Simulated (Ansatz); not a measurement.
CH₈GaN (`C[NH2+][GaH3-]`), relaxed with RKS PBE0-D4/def2-TZVP in the Gaussian-basis code of Ansatz from a PBE-D4/def2-SVP geometry. The force threshold is 0.005 eV/Å; the program also tests the step.

Charge 0, multiplicity 1.

Start:

```xyz
11

C    -0.966   -1.025   -0.207
N     0.366   -0.579    0.237
Ga    0.707    1.539    0.022
H    -1.122   -2.118   -0.087
H    -1.099   -0.754   -1.272
H    -1.738   -0.483    0.374
H     0.521   -0.813    1.228
H     1.109   -1.062   -0.286
H     0.507    1.641   -1.555
H    -0.477    2.055    0.953
H     2.192    1.600    0.594
```

```json
{"step": "1", "energy (eV)": "-55026.4173", "largest force (eV/Å)": "0.564", "largest move (Å)": "0.000"}
{"step": "2", "energy (eV)": "-55026.4449", "largest force (eV/Å)": "0.161", "largest move (Å)": "0.024"}
{"step": "3", "energy (eV)": "-55026.4473", "largest force (eV/Å)": "0.029", "largest move (Å)": "0.010"}
{"step": "4", "energy (eV)": "-55026.4475", "largest force (eV/Å)": "0.008", "largest move (Å)": "0.008"}
{"step": "5", "energy (eV)": "-55026.4475", "largest force (eV/Å)": "0.011", "largest move (Å)": "0.004"}
{"step": "6", "energy (eV)": "-55026.4475", "largest force (eV/Å)": "0.003", "largest move (Å)": "0.001"}
```

End:

```xyz
11

C    -0.959   -1.012   -0.207
N     0.369   -0.579    0.239
Ga    0.698    1.517    0.022
H    -1.112   -2.087   -0.089
H    -1.082   -0.742   -1.255
H    -1.713   -0.475    0.368
H     0.512   -0.809    1.216
H     1.096   -1.056   -0.283
H     0.496    1.619   -1.546
H    -0.479    2.031    0.947
H     2.175    1.593    0.587
```

Run time 26 s (2 threads of a server CPU on a shared host); peak host memory 0.34 GiB.
